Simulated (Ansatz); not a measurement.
Isolated molecules relaxed with PBE0-D4/def2-TZVP in Ansatz; ΔE leaves out vibrations. CCSD(T)/CBS is the MP2 limit (def2-TZVPP, def2-QZVPP) plus CCSD(T) − MP2 in def2-TZVPP, frozen cores. Functionals use def2-TZVPP. B3LYP here is the variant with VWN-RPA as its local correlation; programs differ in this. For Ge outer-core shells are correlated without core-valence functions, which leaves a few kJ/mol of doubt a bond. Scalar relativity is left out up to krypton. One conformer a species, not always the lowest.

Consider the redistribution: `[Cl][AlH][GeH3]` + `C[SiH](N)CS` → `C[SiH](N)[AlH][Cl]` + `S[CH2][GeH3]`.

```
          level  ΔE (eV)
         PBE-D4     0.60
        PBE0-D4     0.62
        ωB97M-V     0.68
           PBE0     0.59
          B3LYP     0.59
 MP2/def2-TZVPP     0.61
CCSD/def2-TZVPP     0.59
 CCSD/CBS(def2)     0.60
```

Q: What does CCSD(T)/CBS give? (Best estimate.)

A: Computed: +0.61 eV. The listed levels differ from it by -0.01, 0.01, 0.07, -0.02, -0.02, 0.00, -0.02, -0.01 eV.

Largest T1 diagnostic among the species: 0.011.

The D4 term adds +0.04 eV with B3LYP and +0.02 eV with PBE0; it sums over pairs of atoms, weighted by their polarisabilities, and B3LYP, whose exchange is more repulsive, gets the larger term.
